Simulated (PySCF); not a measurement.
PySCF input:

```python
from pyscf import gto, scf, mp, cc as ccmod

mol = gto.M(
    atom='''
    Al   -0.00000000   -0.00000000   -1.37767460
    Al    0.00000000    0.00000000    1.37767460
    ''',
    basis='cc-pvdz',
    charge=0,
    spin=2,
    symmetry='D2h',
    verbose=4,
)

mf = scf.UHF(mol)
mf.conv_tol = 1e-10
mf.max_cycle = 100
mf.kernel()
mp2 = mp.MP2(mf, frozen=10).run()
cc = ccmod.CCSD(mf, frozen=10)
cc.max_cycle = 100
cc.kernel()
et = cc.ccsd_t()
print(f'E(CCSD(T)) = {cc.e_tot + et:.9f}')
```

Q: Which total energy does the run end on?

A: -483.88057 Eh (CCSD(T)/cc-pVDZ).
